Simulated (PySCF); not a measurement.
**Continuum solvent and chemical shifts**

Bonds (- single, = double, # triple, : aromatic): C1=C2, C2-C3, C2-C4, C4-C5, C5#C6, C6-Si7, Si7-S8, S8-Si9. C1 carries H10, H11; C3 carries H12, H13, H14; C4 carries H15, H16; Si7 carries H17, H18; Si9 carries H19, H20, H21. H11 is cis to C3; H10 is trans to C3.

GIAO PBE0/pcSseg-1 in PySCF 2.14 on one PBE0-D3(BJ)/def2-SVP conformer, non-relativistic, equivalent nuclei averaged. Solvents enter as an IEF-PCM continuum (chloroform with ε = 4.7, dimethylsulfoxide with ε = 46.8) around the gas-phase geometry. Shifts are referred to TMS, CS2 computed in the same medium.

Gas phase, δ in ppm: C2 149.8, C1 122.0, C5 121.9, C6 83.4, C4 32.3, C3 23.7, Si9 -48.7, Si7 -52.4, S8 -316.1, H11 5.13, H10 5.13, H17/H18 4.95, H19/H20/H21 4.58, H15/H16 2.96. Dipole moment 2.51 D.

**Question.** How does each δ change in the continuum?

**Answer.** 
```
      atoms                           environment  Δδ, chloroform  Δδ, dimethylsulfoxide
         C2       fully substituted alkene carbon            +1.7                   +2.3
         C1                  terminal =CH2 carbon            +0.6                   +1.0
         C5                         alkyne carbon            +3.4                   +4.8
         C6                         alkyne carbon            -1.0                   -1.3
         C4                       allylic sp3 CH2            +0.1                   +0.2
         C3                 allylic methyl carbon            +0.4                   +0.5
        Si9              silicon bonded to S, 3 H            +0.2                   +0.3
        Si7           silicon bonded to C, S, 2 H            -0.3                   -0.4
         S8                 sulfur bonded to 2 Si            -4.0                   -5.5
        H11    hydrogen on a terminal =CH2 carbon           +0.09                  +0.13
        H10    hydrogen on a terminal =CH2 carbon           +0.10                  +0.15
    H17/H18  hydrogen on a silicon bonded to C, S           +0.02                  +0.04
H19/H20/H21     hydrogen on a silicon bonded to S           +0.01                  +0.02
    H15/H16        hydrogen on an allylic sp3 CH2           +0.18                  +0.25
```

Changes are relative to the gas phase. The dipole moment becomes 3.04 D in chloroform, 3.24 D in dimethylsulfoxide.

**Question.** Which of the listed nuclei move most (in ppm), and what does the model miss?

**Answer.** S8 (sulfur bonded to 2 Si, -5.5 ppm) in dimethylsulfoxide. A continuum only polarises the solute; specific hydrogen bonds, the anisotropy of aromatic solvents and changes of geometry or conformer are outside it.
